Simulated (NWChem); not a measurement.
System: SiH4S2O; SMILES S[SiH](O)S

Here is an NWChem input.

```
start job
memory heap 200 mb stack 900 mb global 1100 mb
geometry units angstroms noautoz
  Si    -0.205462    -0.105448    -0.260701
  O     -1.732226    -0.063771     0.391324
  S      1.156872     1.371369     0.481056
  S      0.604353    -1.972093     0.358199
  H     -0.285576     0.088678    -1.737812
  H     -2.278009     0.699064     0.174562
  H      1.067222     2.140346    -0.626449
  H     -0.607944    -2.571023     0.381483
end
basis spherical
  * library def2-svp
end
dft
  xc m06-2x
  iterations 150
  vectors input atomic output neutral.movecs
end
task dft energy
charge 1
dft
  odft
  mult 2
  vectors input atomic output cation.movecs
end
task dft energy
```

Coordinates come from a PBE0/def2-SVP optimisation.

Ions are spin-unrestricted doublets at the neutral geometry; other ion states weren't tried.

Give the results of this calculation. (M06-2X/def2-SVP, vertical spin-unrestricted ions.) Quantities: vertical ionisation energy, ΔSCF (eV); −ε(HOMO) (eV).

The vertical ionisation energy, ΔSCF (eV) is 9.95 and the −ε(HOMO) (eV) is 8.66.
